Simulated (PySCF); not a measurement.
Input file for PySCF: R-B3LYP/3-21G on silylphosphine (SMILES [SiH3]P), a point of a torsion scan.

```python
from pyscf import gto, scf, dft, mp
from pyscf.data.elements import chemcore

mol = gto.M(
    atom='''
    Si   -0.83449635    0.04072200   -0.04249058
    P     1.37546370   -0.33400773   -0.08802787
    H    -1.50380287   -0.87301589   -0.96853712
    H    -1.15585436    1.41631108   -0.42750728
    H    -1.27246435   -0.20534404    1.33021280
    H     1.73233391    0.93708484   -0.49718266
    H     1.40748704   -0.81342094   -1.38457070
    ''',
    basis='3-21g',
    charge=0, spin=0, verbose=3, max_memory=1800)
mf = dft.RKS(mol, xc='b3lyp')
mf.conv_tol = 1e-8
mf.max_cycle = 100
mf.kernel()
if not mf.converged:
    mf = mf.newton().run(mf.mo_coeff, mf.mo_occ)
```

The log:

```
converged SCF energy = -630.562210031518
```

The calculation finished and met its thresholds.

Cost: about 1.3 core-seconds (a rough figure).
